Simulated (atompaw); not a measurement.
# iron (Fe): one change to a PAW (atompaw) potential, before and after

- Element: Fe
- Generator: atompaw 4.2.0.5
- Type: PAW
- Functional: PBE
- Relativity: scalar-relativistic
- Frozen core: [Ne]
- Valence charge: 16
- Reference configuration: 3s2 3p6 3d6 4s2 4p0
- Partial waves: 3s (bound): rc 1.35 bohr; 4s (bound): rc 1.25 bohr; 3p (bound): rc 1.25 bohr; 4p (bound, empty): rc 1.35 bohr; 3d (bound): rc 1.80 bohr; 3d channel at 0.75 Ry: rc 1.80 bohr
- Local potential: troulliermartins scheme with l = 3 at 0 Ry, radius 1.25 bohr
- Core correction: smooth core density matched at 1.65 bohr
- Augmentation charge: sinc compensation charge, radius 1.35 bohr; PAW radius 1.80 bohr; waves and projectors: custom polynom gramschmidtortho

All-electron outer shells of the reference configuration (PBE, scalar-relativistic, ld1.x):

```csv
shell,level (eV),outermost node (bohr),outermost maximum (bohr)
2s,-819.73,0.08,0.22
2p,-698.45,–,0.18
3s,-94.02,0.33,0.70
3p,-60.04,0.30,0.72
3d,-7.50,–,0.71
4s,-5.29,1.00,2.41
4p,-1.33,1.10,3.33
```

Change: local potential troulliermartins scheme with l = 3 at 0 Ry, radius 1.76 bohr.

Cutoffs: the cutoffs (Ry, on a coarse ladder) from which the occupation-weighted sum of valence levels, in a spherical-Bessel basis at the reference potential, stays within 10 and 1 mRy of its value at 400 Ry; they do not see the model core or the augmentation charge, which bear on the density cutoff.

Problem. What does the change do?

Solution. The potential gets neither clearly harder nor softer (70 Ry and 100 Ry → 70 Ry and 100 Ry); the bound ghost in s disappears; the range in which the d phases agree narrows (upper end at the end of the scan → 3.7). A state that the projectors do not describe sees the local part alone, so a deeper or shallower local part can create or remove a ghost.

```csv
quantity,base,changed
"cutoff, loose",70 Ry,70 Ry
"cutoff, tight",100 Ry,100 Ry
loose cutoff by channel (10 mRy a level),"s 40 Ry, p 45 Ry, d 25 Ry","s 25 Ry, p 45 Ry, d 25 Ry"
bound ghosts,s,none
s: phases at 1.81 bohr within 0.05 rad from the reference energy up to (Ry; the scan ends near 5),to the end of the scan,to the end of the scan
p: phases at 1.81 bohr within 0.05 rad from the reference energy up to (Ry; the scan ends near 5),to the end of the scan,to the end of the scan
d: phases at 1.81 bohr within 0.05 rad from the reference energy up to (Ry; the scan ends near 5),to the end of the scan,3.7
lowest overlap eigenvalue by channel,"s 0.12, p 0.82, d 0.93","s 0.52, p 0.82, d 0.95"
```

 A true bound ghost makes a file unfit for plane-wave use even where its test errors are small: the radial tests pick states by their node count and pass the ghost by. The cutoffs see the waves, projectors and local potential, not the compensation charge or the core.
